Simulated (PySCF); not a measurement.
An unknown shows these calculated signals:

1H NMR (400 MHz, computed): δ 7.87 (ddd, J = 2.7, 1.2, 1.1 Hz, 1H), 7.81 (ddd, J = 8.5, 1.3, 1.2 Hz, 1H), 7.53 (dd, J = 9.3, 8.5 Hz, 1H), 7.37 (dd, J = 9.3, 2.7 Hz, 1H), 3.79 (s, 3H).

13C{1H} NMR (computed): δ 167.0 (C), 165.4 (C, d, J = 407.0 Hz), 135.9 (CH), 133.8 (C, d, J = 62.7 Hz), 131.0 (CH), 129.8 (CH), 118.7 (CH, d, J = 8.7 Hz), 56.0 (CH3).

How the numbers were obtained: shieldings: GIAO B97-2/pcSseg-2, J: B3LYP/pcJ-1 (spin–dipole term only in couplings to heteroatoms), structure optimised with PBE0-D3(BJ)/def2-SVP, in PySCF 2.14 (fast rotation and ring inversion assumed for equivalent nuclei, non-relativistic Hamiltonian, a single conformation, isolated molecule).

Shifts are taken against calculated references (same method and geometry level): 1H and 13C vs TMS.

Which of these does the molecule contain: a methoxy group, a C≡C triple bond, a non-aromatic C=C double bond, a benzene ring, an N-methyl group?

Results:


- A methoxy group: yes (δC 56.0; δH 3.79 (s)).
- A C≡C triple bond: no.
- A non-aromatic C=C double bond: no.
- A benzene ring: yes.
- An N-methyl group: no.

The data belong to `COc1cccc(C(=O)F)c1`, C$_{8}$H$_{7}$FO$_{2}$; they needn't prove each group on their own.

Carbon signals by region: 2 in the far downfield region (above 160 ppm), 5 in the sp2 and nitrile region (100–160 ppm), 1 at 50–100 ppm. Above 160 ppm: 167.0, aromatic carbon bearing oxygen, 165.4, carbonyl carbon.

C–F couplings over four or more bonds (about 3 Hz to the para carbon of a fluoroarene) are left out. Common functionals overestimate the size of one-bond C–F couplings by tens of Hz; these are unscaled. Multiplet labels drop couplings under 1 Hz and merge nearly equal ones. Unscaled 3J(H,H) at this level run about 10 % above measured values. Shifts are as computed. Against solution values, carbons near 30 ppm lie about +4 ppm off and those near 130 ppm about +7 ppm. Of 1211 compounds with measured shifts, 218 miss one by over three times the rms of a fit or turn the order of signals round; such compounds aren't used in these exercises.
